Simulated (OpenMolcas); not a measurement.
## Lines of Ne4+: computed and rescaled rates

```yaml
Program: OpenMolcas 26.06
Method: "SS-RASPT2, IPEA 0.25 Eh, imaginary shift 0.1 Eh (closed shells correlated: 1s)"
Basis: ANO-RCC [8s7p4d3f2g]
Scalar_Hamiltonian: DKH2, point nucleus
Active_space: 4 electrons in 9 orbitals (RAS2 2s 2p; RAS3 3d, at most 2 electrons)
State_averaging: 2S+1 = 3 even, 3 roots; 2S+1 = 1 even, 6 roots; 2S+1 = 5 odd, 1 root; 2S+1 = 3 odd, 9 roots; 2S+1 = 1 odd, 8 roots
Spin-orbit_coupling: RASSI with atomic mean-field integrals over the reference wave functions, term energies averaged over their components
```

Rates come from the transition moments of the reference wave functions (E1 and E2 in the length form). At fixed line strength A goes as λ^-3 for E1 and M1 and as λ^-5 for E2, so a rate at the computed wavelength can be rescaled to the measured one. Measured vacuum wavelengths follow from level energies in NIST levels in Podobedova, Fuhr, Reader and Wiese, J. Phys. Chem. Ref. Data 33, 525 (2004). Branching counts decays inside the model space alone, at computed energies, and the table is only a selection of the E2 and M1 lines, drawn from those between levels with measured partners whose computed energy lies within a factor of 1.5 of the measured one.

```tsv
Upper	Lower	Type	λ computed (nm)	λ measured (nm)	A computed (s-1)	A rescaled (s-1)	Branching %
2s2 2p2 3P1	2s2 2p2 3P0	M1	25480	24250	1.09e-03	1.26e-03	100.0
2s2 2p2 3P2	2s2 2p2 3P1	M1	13520	14330	5.48e-03	4.60e-03	100.0
2s2 2p2 1D2	2s2 2p2 3P2	M1	339.3	342.7	3.31e-01		73.5
2s2 2p2 1D2	2s2 2p2 3P1	M1	331	334.7	1.19e-01		26.4
2s2 2p2 1S0	2s2 2p2 1D2	E2	297.7	297.4	2.81e+00	2.82e+00	41.5
2s2 2p2 1S0	2s2 2p2 3P1	M1	156.7	157.5	3.95e+00		58.4
```

Spin-changing lines and M1 lines between different terms are not rescaled, since their strength hangs on the term gaps too.

The largest correction is for 2s2 2p2 3P2 → 2s2 2p2 3P1 (M1): 5.48e-03 × (13520 / 14330)^3 = 4.60e-03 s-1, a factor of 0.84.

The computed rate and branching of 2s2 2p2 3P1 → 2s2 2p2 3P0 give the upper level a radiative lifetime of 1.000 / 1.09e-03 s-1 = 9.17e+02 s, counting decays inside the model space alone. The rescaled rate gives about 7.9e+02 s.

No measured rate stands beside these. Rescaling mends the energy factor alone: line strengths can still be far off where a level mixes with configurations outside the active space, and weak or spin-changing lines hang on small mixing coefficients that depend on the term gaps too, so rescaling need not improve them.

Active for correlation alone: 3d; no level in the range computed is led by a configuration that fills it, so any true level of that kind is missing. Measured partners are found by configuration, term and J. A level has none where our copy of the source lacks it or the pairing is in doubt (some pairs that miss far off the trend of their configuration count as doubtful). Only configurations of the active space appear.
